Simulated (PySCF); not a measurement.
Compound: C4H11PSi.
Cartesian coordinates in Å at the PBE0-D3(BJ)/def2-SVP level; atoms count from 1:
```xyz
17
C4H11PSi angstrom
C      2.4698   -0.4445   -0.8465
C      1.6497    0.4651   -0.3133
C      0.7095    0.2268    0.8206
Si    -1.0941    0.1154    0.2338
C     -1.3043   -1.3187   -0.9579
P     -1.5681    2.0437   -0.8716
H      2.5355   -1.4604   -0.4428
H      3.1068   -0.2043   -1.7015
H      1.6198    1.4668   -0.7610
H      0.7720    1.0376    1.5672
H      0.9470   -0.7155    1.3436
H     -1.9762   -0.0654    1.4320
H     -1.0507   -2.2703   -0.4644
H     -2.3390   -1.3895   -1.3260
H     -0.6335   -1.1909   -1.8211
H     -1.6094    2.8318    0.3199
H     -2.9783    1.8160   -0.8746
```

The closed-shell ground state was solved at several levels (PySCF, density fitting, gas phase, non-relativistic).

| level | basis functions | HOMO (eV) | LUMO (eV) | gap (eV) | dipole (D) |
| --- | --- | --- | --- | --- | --- |
| PBE0/def2-SVPD | 216 | -7.11 | -0.04 | 7.07 | 1.02 |
| PBE0/pcSseg-1 | 171 | -7.12 | 0.11 | 7.23 | 1.20 |

Q: What might wB97X-D/pcSseg-1 (171 basis functions) give for the same quantities?

A: HOMO -8.95 eV, LUMO 1.89 eV, gap 10.84 eV, dipole 1.26 D.

Q: Over all these levels, which gives the widest orbital gap and which the narrowest?

A: wB97X-D/pcSseg-1 (range-separated hybrid) has the widest, 10.84 eV, and PBE0/def2-SVPD (global hybrid, 25 % exact exchange) the narrowest, 7.07 eV. Functional and basis both differ between the two, so the spread mixes both effects.

Q: How far do the dipole and the HOMO energy spread over the levels?

A: The dipole runs from 1.02 to 1.26 D (mean 1.16 D) and the HOMO from -8.95 to -7.11 eV.

One conformer stands for the species.
